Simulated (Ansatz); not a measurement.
Gas-phase electronic energies from Ansatz, PBE0-D4/def2-TZVP geometries. CCSD(T)/CBS is the MP2 limit (def2-TZVPP, def2-QZVPP) plus CCSD(T) − MP2 in def2-TZVPP, frozen cores. This one scheme is used for every species. Functionals use def2-TZVPP. One conformer a species, not always the lowest.

Consider the formal exchange of groups at a B–B bond: `BB` + `[SiH3][SiH2][SiH3]` → `B[SiH2][SiH2][SiH3]` + BH₃.

```json
{"level": "B97M-V", "ΔE (kJ/mol)": "28.0", "difference from CCSD(T)/CBS": "14.4"}
{"level": "r2SCAN0-D4", "ΔE (kJ/mol)": "20.2", "difference from CCSD(T)/CBS": "6.6"}
{"level": "B2PLYP", "ΔE (kJ/mol)": "19.9", "difference from CCSD(T)/CBS": "6.3"}
{"level": "r2SCAN0", "ΔE (kJ/mol)": "21.6", "difference from CCSD(T)/CBS": "8.0"}
{"level": "BHLYP", "ΔE (kJ/mol)": "23.8", "difference from CCSD(T)/CBS": "10.2"}
{"level": "CCSD/def2-SVP", "ΔE (kJ/mol)": "14.6", "difference from CCSD(T)/CBS": "1.0"}
{"level": "SCS-MP2/def2-TZVPP", "ΔE (kJ/mol)": "11.7", "difference from CCSD(T)/CBS": "-1.9"}
{"level": "HF/def2-QZVPP", "ΔE (kJ/mol)": "20.7", "difference from CCSD(T)/CBS": "7.1"}
{"level": "HF/CBS(def2)", "ΔE (kJ/mol)": "20.8", "difference from CCSD(T)/CBS": "7.2"}
{"level": "MP2/CBS(def2)", "ΔE (kJ/mol)": "11.4", "difference from CCSD(T)/CBS": "-2.2"}
{"level": "CCSD(T)/CBS", "ΔE (kJ/mol)": "13.6", "difference from CCSD(T)/CBS": "0"}
```

What do rigid-rotor, harmonic-oscillator terms from PBE0-D4/def2-TZVP frequencies (298.15 K, 1 bar) make of the CCSD(T)/CBS value? (An estimate is asked.)

The calculation gave: ΔZPE = +0.5 kJ/mol, ΔH = +16.3 kJ/mol, ΔS = 6 J/(mol·K), ΔG = +14.6 kJ/mol. Modes under 50 cm⁻¹ make the entropy rough.

Largest T1 diagnostic among the species: 0.014.

From PBE to PBE0 (25 % exact exchange), in def2-TZVPP and without D4, ΔE moves by −3.1 kJ/mol. Leaving LDA and LC-ωPBE aside and taking each functional with its dispersion term where it has one, the values, not all of them listed here, spread over 12.0 kJ/mol, from PBE-QIDH to B97M-V. LDA lies +5.1 kJ/mol from PBE without D4. The D4 term adds −5.9 kJ/mol with B3LYP and −3.5 kJ/mol with PBE0; it sums over pairs of atoms, weighted by their polarisabilities, and B3LYP, whose exchange is more repulsive, gets the larger term.

B3LYP here is the variant with VWN-RPA as its local correlation; programs differ in this.
